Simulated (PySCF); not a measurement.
# Electron correlation in Ta⁺ (tantalum, charge +1)

[Xe] 4f14 5d4, high-spin 5D determinant (an excited configuration). Computed with PySCF 2.14 in def2-TZVPPD with the def2 core potential (60 electrons) (6s5p3d2f1g, 59 functions), with a scalar-relativistic core potential. Frozen: nothing; 12 electrons correlated.

```
  level  correlation energy (mhartree)
   CCSD                        -240.59
    (T)                          -5.45
CCSD(T)                        -246.04
```

Diagnostics: T1 = 0.0076, D1 = 0.0272, largest double amplitude 0.022.

Spin-orbit coupling, absent here, splits the open shell strongly.

Cost of the coupled-cluster step: of the order of 14 core-seconds, for 12 correlated electrons.

The basis has no tight functions for the innermost shells, so their pair energies are far from complete.

This basis was not built for core-valence correlation, so the inner-shell part is incomplete.
